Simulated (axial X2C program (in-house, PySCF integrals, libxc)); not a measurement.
## CaCr: from the spin-free to the two-component result

Computed with an axial X2C code built on PySCF integrals. Spin-free means the one-electron spin-free X2C Hamiltonian; two-component (2c) means X2C with spin–orbit coupling and atomic mean-field two-electron Coulomb and Gaunt terms, so the difference of the two also holds small scalar two-electron terms. Basis: Cr dyall-cv3z [9s10p6d3f2g], Ca dyall-cv3z [11s12p6d4f] (cores contracted in-house); Gaussian nuclei, density fitting, unrestricted open shells. Masses: Cr 51.941 u, Ca 39.963 u.

Spin-free state: M_S = 3, Λ = 0 (beyond evenly filled blocks: 2 × σα, π+α, π-α, δ+α, δ-α); fragments Cr + Ca.

| level | Re (Å) | ωe (cm⁻¹) | De (eV) | μ (D) |
| --- | --- | --- | --- | --- |
| PBE0 | 3.173 | 129.7 | 0.492 | 0.31 |
| MP2 | 3.304 | 115.9 | 0.224 | n/a |
| CCSD | 3.278 | 117.6 | 0.319 | n/a |
| CCSD(T) | 3.215 | 127.8 | 0.401 | n/a |
| PBE50 | 3.281 | 118.1 | 0.387 | -0.13 |

Correlated methods: 8 electrons correlated (number of frozen shells: Cr 3 s, 2 p; Ca 3 s, 2 p), 316 virtual spin orbitals or spinors in MP2, 90 natural virtuals in coupled cluster.

Dipoles are positive if Ca is the positive end.

Two-component determinant lowest at the distance of the search:

Ω = 3 (⟨Sz⟩ = 3.00, ⟨Lz⟩ = 0.00 at HF); fragments Cr + Ca.

```tsv
level	Re (Å)	ωe (cm⁻¹)	De (eV)	μ (D)
PBE0	3.174	129.6	0.491	0.31
MP2	3.305	115.7	0.223	n/a
CCSD	3.279	117.4	0.318	n/a
CCSD(T)	3.217	127.5	0.399	n/a
PBE50	3.282	118.0	0.387	-0.14
```

Task: From the two tables, how do the constants change at the CCSD(T) level (2c against spin-free)?

Result: At the CCSD(T) level Re rises by 0.002 Å and ωe goes down by 0.3 cm⁻¹; De changes by -0.002 eV.

One determinant describes the state; a PBE0 search over occupations chose it and may have missed a lower one. Dissociation energies refer to the lowest single-determinant-based atoms at the same level and basis. Density functionals use the spin component along the axis (collinear). CCSD and (T) use frozen natural virtuals with an MP2 correction for the truncation; (T) itself is uncorrected, so its De runs slightly low. Other states lie close and PBE0, whose exact exchange favours high spin, may order them wrongly; the determinant shown need not be the ground state. The nearest other spin-free determinant of the search, M_S = 2, Λ = 0, lies 0.48 eV up at the distance of the search. With several unpaired electrons one determinant need not be a pure state. The outer-core s and p shells of the metal are frozen in the correlated rows, which leaves out core–valence correlation; for alkali and alkaline-earth bonds that tends to lengthen them. Open-shell Ω = 0 determinants with evenly filled partner blocks cannot be reached by this program, so the Ω shown need not be the lowest component. The determinant is spin-polarised beyond a pure state at some levels (its spin-free form has ⟨S²⟩ too high), which makes Re and μ there less reliable.
